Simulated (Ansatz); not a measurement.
`O=C=C[TeH]` + `O[SiH3]` → `O[SiH2][TeH]` + `C=C=O` at 600 K and 1 bar (formal exchange of groups at a Te–C bond).

Program: Ansatz. Geometries: PBE0-D4/def2-TZVP. ΔE: electronic, gas phase. CCSD(T)/CBS is the MP2 limit (def2-TZVPP, def2-QZVPP) plus CCSD(T) − MP2 in def2-TZVPP, frozen cores. This one scheme is used for every species. Elements past krypton have def2 core potentials. For Te outer-core shells are correlated without core-valence functions, which leaves a few kJ/mol of doubt a bond. One conformer a species, not always the lowest.

| species | CCSD(T)/CBS energy (Eh) | H − E (kJ/mol) | S (J/(mol·K)) |
| --- | --- | --- | --- |
| `O=C=C[TeH]` | -420.15634 | 120.8 | 372.9 |
| `O[SiH3]` | -366.69042 | 135.7 | 307.9 |
| `O[SiH2][TeH]` | -634.44375 | 148.5 | 398.1 |
| `C=C=O` | -152.43640 | 113.6 | 283.5 |

H − E and S are ideal-gas, rigid-rotor, harmonic terms from PBE0-D4/def2-TZVP, for one conformer and one mirror image of each species. 1 Eh = 2625.50 kJ/mol, R = 8.31446 J/(mol·K).

Problem. By hand: ΔE, ΔH, ΔS and ΔG.

Solution. ΔE = (-634.44375) + (-152.43640) − (-420.15634) − (-366.69042) = -0.03339 Eh = -87.7 kJ/mol. Δ(H − E) = 148.5 + 113.6 − 120.8 − 135.7 = 5.6, so ΔH = -82.1 kJ/mol. ΔS = 398.1 + 283.5 − 372.9 − 307.9 = 0.8 J/(mol·K). ΔG = -82.1 − 600 × (0.8)/1000 = -82.6 kJ/mol.

Problem. By hand: the equilibrium constant, and the temperature at which ΔG would vanish if ΔH and ΔS stayed fixed.

Solution. log₁₀ K = −ΔG/(RT ln 10) = 7.2. ΔH and −TΔS have one sign here, so there is no such temperature. One of them is within its doubt of zero, so this could turn.

The number of gas molecules stays the same, so ΔS is small and ΔH decides. A doubt of 5 kJ/mol in ΔE shifts log₁₀ K by 0.4 here. Other conformers and mirror images would add mixing entropy, several J/(mol·K) or more a flexible species. These are equilibria of isolated gas molecules and say nothing of rates. Largest T1 diagnostic: 0.016 (customary marks: 0.02 for closed shells, 0.045 for open ones).
